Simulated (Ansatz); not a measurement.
A structure relaxed at PBE-D4/def2-SVP in Ansatz, charge 0, singlet:

```xyz
23

Ge    0.283   -0.280   -0.139
C     2.023   -1.025    0.385
H     1.927   -1.688    1.269
H     2.727   -0.208    0.636
H     2.442   -1.616   -0.452
N     0.159    0.808   -1.621
C     0.764    2.127   -1.677
H     0.205    0.292   -2.504
H     0.221    2.794   -2.384
H     0.699    2.594   -0.673
H     1.842    2.140   -1.975
N    -0.270    0.875    1.205
C    -0.161    0.551    2.614
H    -1.147    1.353    0.974
H    -0.921   -0.174    3.003
H     0.836    0.108    2.826
H    -0.233    1.465    3.245
N    -0.790   -1.710   -0.633
C    -2.201   -1.509   -0.920
H    -0.610   -2.569   -0.104
H    -2.864   -1.422   -0.022
H    -2.321   -0.572   -1.503
H    -2.609   -2.333   -1.548
```

Task: Give its formula, name or SMILES.

Result: GeMe(NHMe)3 (C₄H₁₅GeN₃).

Task: Summarise the bond lengths by kind (pairs closer than 1.2 times the sum of covalent radii, bridged metal pairs left out).

Result: 3 × Ge–N 1.84 to 1.86 Å; 3 × C–N 1.45 Å; 1 × C–Ge 1.96 Å; 12 × C–H 1.11 to 1.12 Å; 3 × H–N 1.02 to 1.03 Å.
